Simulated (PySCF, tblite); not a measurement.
Species: C3H10SSi2.
Geometry (GFN2-xTB, Å), atoms numbered from 1 in this order:
```
atom  x, y, z in Å
C1     2.2273   -0.7188   -0.4347
S2     2.5293    0.8550    0.4285
Si3    0.5499    1.2537    1.1814
C4    -0.5938    1.3756   -0.3045
C5    -1.4870    0.4810   -0.7262
Si6   -1.9499   -1.1522    0.0945
H7     1.4234   -0.5940   -1.1541
H8     3.1482   -0.9806   -0.9446
H9     1.9722   -1.4865    0.2892
H10    0.1934    0.1667    2.0890
H11    0.7058    2.5406    1.8431
H12   -0.4540    2.2788   -0.8962
H13   -2.0331    0.7105   -1.6376
H14   -3.0026   -1.7670   -0.7179
H15   -0.7922   -2.0509    0.1469
H16   -2.4445   -0.9031    1.4501
```

Jobs on this species (16 atoms, 72 electrons) with PySCF (density fitting) and tblite. Hardware of each: an Arm Neoverse V1 with one thread, on a shared host. The host was shared with other jobs, so the times are rough.

```json
{"level and settings": "GFN2-xTB", "work": "Hessian by finite differences", "basis functions": "–", "SCF cycles": "–", "wall time": "0.62 s"}
{"level and settings": "PBE0/pcSseg-1", "work": "shieldings, charges and field gradients, density and orbital grids written", "basis functions": "173", "SCF cycles": "?", "wall time": "?"}
{"level and settings": "GFN2-xTB", "work": "L-BFGS relaxation", "basis functions": "–", "SCF cycles": "–", "wall time": "0.58 s"}
```

Question: Fill in the missing figures.

Answer: 
- PBE0/pcSseg-1; shieldings, charges and field gradients, density and orbital grids written: 30 s, 12 SCF cycles

Question: What do all jobs in the table cost together?

Answer: About 31 s; the longest takes about 96 % of that, and about 52 times as long as the shortest.
